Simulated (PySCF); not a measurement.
## Radial density of Pd²⁺ (palladium, charge +2)

MN15, [Kr] 4d8, high-spin 3F determinant. Calculation: PySCF 2.14, in aug-cc-pVTZ-DK; scalar relativity by spin-free X2C-1e.

```json
{"r (bohr)": "0.0257", "4πr²ρ (e/bohr)": "57.95", "4πr²(ρα − ρβ)": "-0.0015"}
{"r (bohr)": "0.0431", "4πr²ρ (e/bohr)": "49.89", "4πr²(ρα − ρβ)": "-0.0015"}
{"r (bohr)": "0.0726", "4πr²ρ (e/bohr)": "64.92", "4πr²(ρα − ρβ)": "0.0189"}
{"r (bohr)": "0.122", "4πr²ρ (e/bohr)": "68.49", "4πr²(ρα − ρβ)": "0.1566"}
{"r (bohr)": "0.205", "4πr²ρ (e/bohr)": "48.92", "4πr²(ρα − ρβ)": "0.3983"}
{"r (bohr)": "0.345", "4πr²ρ (e/bohr)": "55.26", "4πr²(ρα − ρβ)": "0.1585"}
{"r (bohr)": "0.581", "4πr²ρ (e/bohr)": "17.85", "4πr²(ρα − ρβ)": "0.2757"}
{"r (bohr)": "0.977", "4πr²ρ (e/bohr)": "16.94", "4πr²(ρα − ρβ)": "1.6567"}
{"r (bohr)": "1.64", "4πr²ρ (e/bohr)": "5.502", "4πr²(ρα − ρβ)": "0.9780"}
{"r (bohr)": "2.76", "4πr²ρ (e/bohr)": "0.5282", "4πr²(ρα − ρβ)": "0.1087"}
{"r (bohr)": "4.65", "4πr²ρ (e/bohr)": "0.005152", "4πr²(ρα − ρβ)": "0.0008"}
{"r (bohr)": "7.82", "4πr²ρ (e/bohr)": "4.779e-05", "4πr²(ρα − ρβ)": "0.0000"}
```

Densities and radii are taken from the X2C orbitals without a picture-change correction, which distorts them close to the nucleus.
